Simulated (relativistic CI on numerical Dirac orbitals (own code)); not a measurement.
**Nd+: what numerical and physical settings do to a radial Dirac CI calculation**

Reference input:

```
atom Nd  Z=60  charge=1  electrons=59
nucleus A=142  rms_radius_fm=4.9123
hamiltonian dirac-coulomb  breit=on  qed=on  c_scale=1
orbitals kli  potential=per-configuration
slater_scale 1
correlation none
mixing on
grid step=0.0125 r_max=129.7
scf mixing=0.4 start=green max_iterations=150 tolerance=2e-08 node_fill=0.05
configurations
  [Xe] 4f4 6s
end
```

Computed lowest total energy -9611.25586 Ha, first excitation 659.1 cm⁻¹, 14 SCF steps. Runs with settings changed; * marks those that are bad on purpose (the QED terms keep the true α when c is scaled):

```
                                                       Changed        Outcome  Lowest level   ΔE (Ha)  First excitation (cm⁻¹)  SCF steps                                                                       Message
nuclear radius 4.4211 fm, speed of light × 0.8, Breit term off      converged   4f⁴6s ⁶I7/2      -233                   1013.8         16                                                                              
                                 end of the grid at 389.1 bohr      converged   4f⁴6s ⁶I7/2  1.82e-12                    659.1         14                                                                              
                                                 QED terms off      converged   4f⁴6s ⁶I7/2     -5.55                    656.4         14                                                                              
                                              SCF mixing 2.5 *  not converged                                                          69  SCF of 1s2 2s2 2p6 3s2 3p6 3d10 4s2 4p6 4d10 4f4 5s2 5p6 6s did not converge
                                              Slater scale 0 *      converged   4f⁴6s ²H9/2     0.147                      1.3         14
```

With so few configurations and no correlation, terms lie too far apart (by 10 to 50 % near neutrality), their order can be wrong, and levels of other configurations are missing.
